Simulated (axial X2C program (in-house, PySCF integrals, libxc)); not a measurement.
Photoelectron levels of AuF by EOM-IP-CCSD

Calculated with an axial X2C code built on PySCF integrals: two-component X2C with atomic mean-field Coulomb and Gaunt terms, Gaussian nuclei, basis Au dyall-cv3z, F dyall-av3z with contracted cores.

R = 2.098 Å (1.090 times 1.925 Å, the PBE0 minimum at charge 0 for the lowest determinant).

Vertical ionisation energies of AuF to the states of AuF⁺:

```csv
Ω of AuF⁺,vertical IE (eV),above lowest (cm⁻¹),ionised spinor,one-hole weight
1/2,11.072,0,"29% F pσ, 25% F pπ, 23% Au dσ",0.94
3/2,11.133,493,"73% F pπ, 22% Au dπ",0.93
1/2,11.430,2887,"54% F pπ, 24% F pσ, 9% Au dσ",0.93
5/2,12.709,13207,100% Au dδ,0.95
```

(1) What is the splitting of the first π pair in the table, and is it regular or inverted?

This point took 25 s on 1 thread of Arm Neoverse N1, with other jobs on the host.

Reference electrons by ω block (each with its −ω partner): 1/2: 25, 3/2: 13, 5/2: 5, 7/2: 1. 18 electrons of AuF correlated (inner shells frozen), 84 natural virtual spinors (a truncated set); levels can be off by some tenths of an eV. Roots sought by Ω: (1/2: 4, 3/2: 3, 5/2: 1); rows need 60 % one-particle weight and stop where some Ω has no more roots. Missing are any skipped roots, higher Ω and states of a further excitation; these come out far too high here and may in truth be low or lowest. T1 of the reference 0.024 (Lee–Taylor). Number of frozen shells: Au 5 s, 4 p, 2 d, 1 f; F 1 s.

Results:

(1) E(3/2) − E(1/2) = 493 − 2887 = -2394 cm⁻¹ at EOM-IP-CCSD: inverted, Ω = 3/2 lower. Splittings at this level can be off by ten to twenty per cent.
